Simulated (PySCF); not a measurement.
A small calculation by hand: oscillator strength and radiative lifetime

C3H10ClNSi, SMILES CN[C@H]([SiH2]Cl)C.

Geometry: B3LYP-D3(BJ)/def2-SVP. The structure was generated by enumeration; whether it is a known compound was not checked. The values are those of a single conformer.

TDA-PBE/def2-SVPD (PySCF) puts the first singlet state with f over 0.02 at 4.96 eV (vertical), with the transition dipole (-0.235, 0.354, -0.127) in atomic units.

Question: Find the oscillator strength, the wavelength and the radiative lifetime that this transition would have in vacuum if emission retraced absorption.

Answer: 
|μ|² = 0.1967 au, so |μ| = 1.13 D. ΔE = 4.96/27.211 = 0.1823 hartree. f = (2/3) ΔE |μ|² = 0.024 (the program prints 0.024).
λ = 1239.84/4.96 = 250 nm; ν = 40005 cm⁻¹.
Einstein's coefficient A = 0.6670 ν² f s⁻¹ (ν in cm⁻¹) = 2.6e7 s⁻¹, so τ = 1/A = 39 ns. This state is S1. The figure is the radiative limit of this one transition; relaxation, internal conversion, crossing to triplets and a medium change what is measured.
